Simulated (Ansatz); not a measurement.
A run of Ansatz (development build ahead of 0.2.0) on singlet GeH4 at this shape:

```yaml
atoms:
  - { symbol: Ge, position_ang: [0.0325, 0.0762, 0.0529] }
  - { symbol: H, position_ang: [0.8106, 0.8972, 0.9441] }
  - { symbol: H, position_ang: [1.0000, -0.8731, -0.8359] }
  - { symbol: H, position_ang: [-0.8478, 0.8438, -0.9395] }
  - { symbol: H, position_ang: [-0.9366, -0.7663, 0.9101] }
```

Its results:

```yaml
Converged: yes
Reference_energy: -2077.40724 hartree
Correlation_energy: -0.24921 hartree
Total_energy: -2077.65645 hartree
Spin_squared_of_the_determinant: 0.000
```

(1) Which input gives this output? Name the method, the orbitals and the basis set, and write the input.

Results:

(1) RHF-MP2 in def2-SVP. An unrestricted run that stays on the closed shell gives the same numbers.

```yaml
crystal:
  periodic: [false, false, false]
  atoms:
    - { symbol: Ge, position_ang: [0.03248, 0.07617, 0.05291] }
    - { symbol: H, position_ang: [0.81058, 0.8972, 0.94412] }
    - { symbol: H, position_ang: [0.99997, -0.87312, -0.83589] }
    - { symbol: H, position_ang: [-0.84783, 0.84382, -0.93952] }
    - { symbol: H, position_ang: [-0.93663, -0.76627, 0.91005] }
basis:
  gaussian: { orbitals: def2-SVP }
hamiltonian:
  xc: hf
correlation:
  method: mp2
  frozen_orbitals: { Ge: 9, H: 0 }
```
